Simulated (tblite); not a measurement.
Compound: C4H9PSi2.
Bonds: C1–C2 (triple), C2–C3, C3–C4 (double), C3–Si5, Si5–Si6, Si6–P7. Hydrogens: H8 on C1; H9, H10 on C4; H11, H12 on Si5; H13, H14 on Si6; H15, H16 on P7.

Computed with GFN2-xTB (tblite), gas phase: L-BFGS steps from a force-field or distance-geometry start until the largest atomic force falls under 0.01 eV/Å.

Step 57: E = -517.1010 eV
```
atom  x, y, z in Å  |  force x, y, z in eV/Å
C1     -1.8926    1.8684    0.9458   -0.003  -0.009   0.010
C2     -1.6957    0.9963    0.1425    0.014  -0.040  -0.004
C3     -1.4287   -0.0343   -0.7865    0.010   0.019  -0.009
C4     -2.3677   -0.4150   -1.6545   -0.009   0.013   0.007
Si5     0.3090   -0.8182   -0.7668   -0.064   0.024   0.048
Si6     1.3283   -0.6427    1.3217    0.012  -0.015  -0.022
P7      3.3343    0.3613    1.2829    0.001   0.002  -0.016
H8     -2.0900    2.6250    1.6461    0.016  -0.004  -0.027
H9     -2.1816   -1.1910   -2.3778    0.010  -0.013   0.031
H10    -3.3488    0.0350   -1.6751    0.003   0.006   0.002
H11     0.1261   -2.2125   -1.1928   -0.005  -0.036  -0.022
H12     1.0569   -0.1614   -1.8524    0.042   0.034  -0.004
H13     1.6173   -1.9624    1.9081   -0.007   0.027  -0.020
H14     0.5563    0.0992    2.3255    0.005   0.005  -0.010
H15     2.9115    1.4957    0.6150   -0.021  -0.011   0.008
H16     3.7580   -0.2322    0.1068   -0.003  -0.003   0.027
```

Step 58: E = -517.1014 eV
```
atom  x, y, z in Å  |  force x, y, z in eV/Å
C1     -1.8953    1.8714    0.9438    0.005  -0.019  -0.003
C2     -1.6932    0.9987    0.1422    0.000  -0.028   0.011
C3     -1.4276   -0.0338   -0.7851    0.003   0.024  -0.023
C4     -2.3682   -0.4155   -1.6512   -0.009   0.005   0.008
Si5     0.3102   -0.8158   -0.7679   -0.037   0.005   0.014
Si6     1.3292   -0.6463    1.3213    0.011   0.005  -0.025
P7      3.3328    0.3642    1.2843   -0.012   0.006  -0.013
H8     -2.0935    2.6302    1.6416    0.017  -0.007  -0.027
H9     -2.1848   -1.1925   -2.3742    0.020  -0.013   0.035
H10    -3.3499    0.0329   -1.6706    0.000   0.016   0.007
H11     0.1272   -2.2110   -1.1965    0.000  -0.008  -0.017
H12     1.0619   -0.1564   -1.8527    0.016   0.015   0.026
H13     1.6187   -1.9658    1.9059   -0.002   0.017  -0.016
H14     0.5545    0.0923    2.3261    0.008   0.005  -0.012
H15     2.9071    1.4933    0.6081   -0.016  -0.019   0.013
H16     3.7633   -0.2345    0.1135   -0.005  -0.004   0.023
```

Step 59: E = -517.1017 eV
```
atom  x, y, z in Å  |  force x, y, z in eV/Å
C1     -1.8975    1.8737    0.9419    0.010  -0.024  -0.011
C2     -1.6922    1.0001    0.1422   -0.010  -0.011   0.019
C3     -1.4274   -0.0327   -0.7845   -0.003   0.019  -0.028
C4     -2.3689   -0.4160   -1.6489   -0.007  -0.001   0.005
Si5     0.3098   -0.8137   -0.7681   -0.004  -0.014  -0.019
Si6     1.3302   -0.6487    1.3206    0.005   0.019  -0.020
P7      3.3317    0.3666    1.2857   -0.018   0.008  -0.006
H8     -2.0959    2.6347    1.6372    0.016  -0.006  -0.021
H9     -2.1862   -1.1941   -2.3707    0.022  -0.013   0.033
H10    -3.3509    0.0313   -1.6680   -0.004   0.020   0.010
H11     0.1277   -2.2100   -1.1989    0.002   0.017  -0.012
H12     1.0646   -0.1521   -1.8522   -0.005   0.000   0.050
H13     1.6211   -1.9685    1.9021    0.002   0.007  -0.013
H14     0.5539    0.0860    2.3275    0.012   0.003  -0.016
H15     2.9048    1.4913    0.6029   -0.014  -0.020   0.013
H16     3.7676   -0.2367    0.1197   -0.004  -0.006   0.016
```

Step 60: E = -517.1021 eV
```
atom  x, y, z in Å  |  force x, y, z in eV/Å
C1     -1.9002    1.8767    0.9393    0.014  -0.024  -0.016
C2     -1.6916    1.0015    0.1421   -0.017   0.007   0.021
C3     -1.4272   -0.0310   -0.7842   -0.008   0.007  -0.025
C4     -2.3700   -0.4166   -1.6460   -0.006  -0.007   0.001
Si5     0.3092   -0.8112   -0.7683    0.028  -0.029  -0.044
Si6     1.3316   -0.6512    1.3193   -0.005   0.027  -0.013
P7      3.3299    0.3696    1.2878   -0.018   0.008   0.004
H8     -2.0989    2.6402    1.6313    0.014  -0.001  -0.010
H9     -2.1871   -1.1966   -2.3657    0.019  -0.012   0.027
H10    -3.3523    0.0297   -1.6647   -0.007   0.021   0.010
H11     0.1284   -2.2080   -1.2018    0.003   0.035  -0.008
H12     1.0668   -0.1469   -1.8509   -0.021  -0.011   0.065
H13     1.6252   -1.9717    1.8966    0.004   0.000  -0.010
H14     0.5535    0.0780    2.3294    0.015   0.002  -0.020
H15     2.9023    1.4884    0.5965   -0.013  -0.015   0.010
H16     3.7728   -0.2397    0.1280   -0.002  -0.008   0.008
```

Q: Estimate the geometry and energy of step 61. (The exact step hangs on the optimiser's Hessian estimate; all steps are aligned on step 60, rigid shifts and turns removed.)

A: E = -517.1025 eV, largest force 0.083 eV/Å
```
atom  x, y, z in Å  |  force x, y, z in eV/Å
C1     -1.9042    1.8815    0.9348    0.018  -0.017  -0.017
C2     -1.6910    1.0039    0.1418   -0.021   0.025   0.015
C3     -1.4267   -0.0283   -0.7840   -0.011  -0.009  -0.014
C4     -2.3718   -0.4176   -1.6415   -0.004  -0.014  -0.001
Si5     0.3091   -0.8076   -0.7695    0.051  -0.037  -0.054
Si6     1.3337   -0.6549    1.3173   -0.019   0.025  -0.002
P7      3.3266    0.3744    1.2914   -0.011   0.006   0.011
H8     -2.1036    2.6489    1.6218    0.011   0.003   0.004
H9     -2.1883   -1.2006   -2.3576    0.011  -0.010   0.015
H10    -3.3546    0.0275   -1.6587   -0.007   0.017   0.009
H11     0.1297   -2.2037   -1.2068    0.003   0.042  -0.009
H12     1.0699   -0.1392   -1.8482   -0.030  -0.016   0.069
H13     1.6318   -1.9770    1.8880    0.006  -0.003  -0.010
H14     0.5532    0.0653    2.3322    0.016   0.003  -0.022
H15     2.8978    1.4835    0.5862   -0.012  -0.006   0.005
H16     3.7808   -0.2446    0.1415   -0.001  -0.009   0.002
```

The energy changes by -0.0005 eV. The first-order estimate −F·Δx gives -0.0006 eV and the mean of the old and new forces, exact on a quadratic surface, -0.0005 eV. The step makes an angle of 83° with the force vector and moves no atom by more than 0.016 Å.

The cost below is that of the whole relaxation. The run took 1.6 s on one thread of an Intel Xeon at 2.60 GHz, no GPU, shared host.
